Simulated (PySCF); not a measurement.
Isomers of C4N2S, one GFN2-xTB conformer each. Single-point energies are computed at PBE0/pcSseg-1 (PySCF, gas phase, no added dispersion term), electronic only.

| SMILES | GFN2-xTB relative energy (kJ/mol) |
| --- | --- |
| N#CC#CN=C=S | 0.0 |
| N#CC(=C=S)C#N | 76.3 |

Problem. What does PBE0/pcSseg-1 give for the same structures?

Solution. 
```
       SMILES  PBE0/pcSseg-1 E (Eh)  PBE0/pcSseg-1 (kJ/mol)  GFN2-xTB (kJ/mol)  point group
N#CC(=C=S)C#N            -659.52517                     0.0               76.3          C2v
  N#CC#CN=C=S            -659.52379                     3.6                0.0            –
```

GFN2-xTB puts N#CC#CN=C=S lowest instead. As drawn, the lower has a C=C bond outside aromatic rings, which the higher lacks; the higher has a C≡C bond and a C=N bond, which the lower lacks. Neighbours under 10 kJ/mol apart (N#CC(=C=S)C#N and N#CC#CN=C=S) can change places with a better method, another conformer or zero-point energy.

Problem. Which frontier levels, dipoles and rotational constants go with these structures?

Solution. 
| SMILES | HOMO (eV, PBE0/pcSseg-1) | LUMO (eV) | dipole (D) | A, B, C (MHz) |
| --- | --- | --- | --- | --- |
| N#CC(=C=S)C#N | -8.10 | -4.14 | 5.10 | 3039, 1562, 1032 |
| N#CC#CN=C=S | -7.95 | -2.70 | 4.24 | 341253, 603.9, 602.9 |

Problem. As an exercise, what shares would exp(−E/RT) give at 500 K from these electronic energies alone (no entropy, no degeneracies)?

Solution. RT = 4.157 kJ/mol: N#CC(=C=S)C#N 70.6 %, N#CC#CN=C=S 29.4 %.
